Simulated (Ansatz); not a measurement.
```yaml
crystal:
  periodic: [false, false, false]
  atoms:
    - {symbol: Cs, position_ang: [1.157091, -0.267875, 1.621367]}
    - {symbol: Cs, position_ang: [-1.138166, 0.255417, -1.626285]}
    - {symbol: Br, position_ang: [-0.145784, -2.816239, -0.298001]}
    - {symbol: Br, position_ang: [-1.935987, 1.402185, 1.564135]}
    - {symbol: Br, position_ang: [2.125746, 1.433976, -1.305366]}
basis:
  gaussian: {orbitals: def2-TZVP, final_grid: {core_spheres: 8, valence_spheres: 7, degree: 23}}
total_charge: -1
hamiltonian: {xc: {name: HF}, pseudopotentials: {relativity: none}}
output: {forces: true}
```

```sh
$ ansatz run in.yaml --threads 4 --pin off --events-out ev --progress --plain --max-ram 4787MiB
```

It prints (some lines left out):

```
Functional definition: HF
1518 factors; integrals over basis functions are off by at most 3.1e-4 eV
mean field evaluation 1: about -211086.5309 eV, gradient 1.2e1 eV
mean field evaluation 2: about -211086.7120 eV, gradient 1.3e1 eV
mean field evaluation 4: about -211087.4279 eV, gradient 1.4e0 eV
mean field evaluation 8: about -211087.4354 eV, gradient 5.5e-3 eV
mean field -211087.43539534 eV, -7757.3201705761 hartree, gradient 1.0e-5 eV, S^2 0.000000; 0 other end points of the search recorded, 0 dependent functions left out
reference -211087.43539534 eV, -7757.3201705761 hartree; 62, 62 occupied and 140, 140 virtual orbitals, 1518 factors
Total energy: -211087.43539534 eV, -7757.3201705761 hartree
Atom 0 at     1.157091    -0.267875     1.621367 Å, force     0.160227     0.043380     0.213776 eV/Å
Atom 1 at    -1.138166     0.255417    -1.626285 Å, force    -0.155707     0.036390    -0.230601 eV/Å
Atom 2 at    -0.145784    -2.816239    -0.298001 Å, force    -0.037623    -0.276023    -0.049418 eV/Å
Atom 3 at    -1.935987     1.402185     1.564135 Å, force    -0.126286     0.096376     0.132753 eV/Å
Atom 4 at     2.125746     1.433976    -1.305366 Å, force     0.159388     0.099877    -0.066510 eV/Å
Dipole moment:    -0.009050    -0.038272     0.020184 e Å
```

Run time 11 s (4 threads of Intel Xeon on a shared host), peak host memory 0.68 GiB.

In the def2 sets Cs takes a core potential; there is no spin–orbit coupling. The highest occupied level of an anion often lies above zero with these methods, and sets without diffuse functions describe the outer electron poorly.

The dipole of an ion depends on the origin.
